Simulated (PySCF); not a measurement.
Excitations are Tamm–Dancoff values on a coarser integration grid. The basis has no diffuse functions, so Rydberg states are missing or too high.

Cartesian coordinates (Å):
SMILES: C=Cc1cc([SiH3])ccc1S
```xyz
20

C     -2.5704     1.5906    -0.5704
C     -2.1993     0.7879     0.4372
C     -0.9266     0.0507     0.5255
C      0.2596     0.5975     0.0046
C      1.5009    -0.0460     0.1082
Si     3.0648     0.7579    -0.5591
C      1.5424    -1.2909     0.7615
C      0.3818    -1.8690     1.2720
C     -0.8516    -1.2134     1.1588
S     -2.2750    -2.0279     1.8647
H     -3.5206     2.1296    -0.5413
H     -1.9474     1.7298    -1.4590
H     -2.8812     0.6486     1.2835
H      0.1970     1.5810    -0.4690
H      3.6011     1.7775     0.3921
H      4.1083    -0.2877    -0.7663
H      2.7786     1.4442    -1.8529
H      2.4892    -1.8286     0.8628
H      0.4217    -2.8524     1.7458
H     -3.1650    -1.6724     0.9109
```
Charge 0, spin multiplicity 1.

### Question
Predict the HOMO, brightest of the four lowest singlets (TDA) and LUMO from PySCF with ωB97X-D3(BJ)/def2-TZVP // B3LYP-D3(BJ)/def2-SVP.

### Answer

The HOMO is -8.72 eV and the brightest of the four lowest singlets (TDA) comes out as 6.03 eV. The LUMO is 0.59 eV.
